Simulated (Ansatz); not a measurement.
Program: Ansatz. Geometries: PBE0-D4/def2-TZVP. ΔE: electronic, gas phase. CCSD(T)/CBS adds triple-zeta CCSD(T) − MP2 to the extrapolated MP2 energy (def2 sets, frozen cores). DFT in def2-TZVPP. B3LYP here is the variant with VWN-RPA as its local correlation; programs differ in this. Elements past krypton have def2 core potentials. For In outer-core shells are correlated without core-valence functions, which leaves a few kJ/mol of doubt a bond. One conformer a species, not always the lowest.

Reaction (ligand exchange at the Si–O bond): `OC(O)(F)O[SiH3]` + `C[O][In]([OH])[OH]` → `C[O][In]([OH])[O][SiH3]` + `OC(O)(O)F`

`OC(O)(F)O[SiH3]`:

Z-matrix (Å, degrees):
```
C
O 1 1.368
F 1 1.363 2 104.8
O 1 1.379 2 113.5 3 -118.1
O 1 1.355 2 111.5 3 119.4
H 2 0.962 1 107.4 3 -163.4
H 4 0.963 1 108.2 2 57.4
Si 5 1.673 1 123.9 2 162.0
H 8 1.480 5 103.7 1 164.6
H 8 1.481 5 110.8 1 -77.4
H 8 1.481 5 110.7 1 45.6
```

`C[O][In]([OH])[OH]`:

Cartesian coordinates in Å:
```
C 1.775 0.599 0.466
O 0.903 -0.505 0.503
In -0.932 -0.418 -0.211
O -2.087 -2.016 -0.116
O -1.611 1.251 -1.014
H 1.396 1.459 1.032
H 2.725 0.295 0.920
H 1.987 0.938 -0.556
H -1.639 -2.759 0.297
H -2.517 1.157 -1.322
```

`C[O][In]([OH])[O][SiH3]`:

```xyz
13

C    -0.327   -1.245   -1.728
O    -0.525    0.127   -1.987
In   -0.298    1.457   -0.563
O    -0.559    3.387   -0.778
O     0.240    0.850    1.244
Si    0.587   -0.543    2.010
H     0.682   -1.468   -1.360
H    -0.464   -1.784   -2.671
H    -1.048   -1.647   -1.005
H    -0.390    3.847    0.049
H    -0.558   -1.499    1.955
H     0.895   -0.257    3.436
H     1.766   -1.225    1.398
```

`OC(O)(O)F`:

Z-matrix (Å, degrees):
```
C
O 1 1.361
O 1 1.384 2 113.5
O 1 1.361 2 105.9 3 125.2
F 1 1.366 2 110.3 3 -115.4
H 2 0.963 1 107.2 3 55.3
H 3 0.963 1 106.7 2 60.5
H 4 0.963 1 107.2 2 179.6
```

**Question.** Is it downhill or uphill in electronic energy at CCSD(T)/CBS, and by how much? (Best estimate.)

**Answer.** Ansatz gave: Downhill: ΔE = -4.0 kcal/mol.

**Question.** What do these levels give: r2SCAN-D4, PBE0-D4, ωB97X-V, ωB97M-V, B3LYP, MP2/def2-TZVPP, CCSD(T)/def2-TZVPP, MP2/def2-QZVPP, SCS-MP2/def2-QZVPP, HF/CBS(def2), MP2/CBS(def2), CCSD/CBS(def2)? (An estimate is asked.)

**Answer.** Computed: r2SCAN-D4 -3.6, PBE0-D4 -3.8, ωB97X-V -3.5, ωB97M-V -3.4, B3LYP -2.9, MP2/def2-TZVPP -4.1, CCSD(T)/def2-TZVPP -4.3, MP2/def2-QZVPP -3.9, SCS-MP2/def2-QZVPP -4.0, HF/CBS(def2) -5.0, MP2/CBS(def2) -3.8, CCSD/CBS(def2) -4.0 kcal/mol.

Largest T1 diagnostic among the species: 0.017.

From PBE to PBE0 (25 % exact exchange), in def2-TZVPP and without D4, ΔE moves by −0.8 kcal/mol.
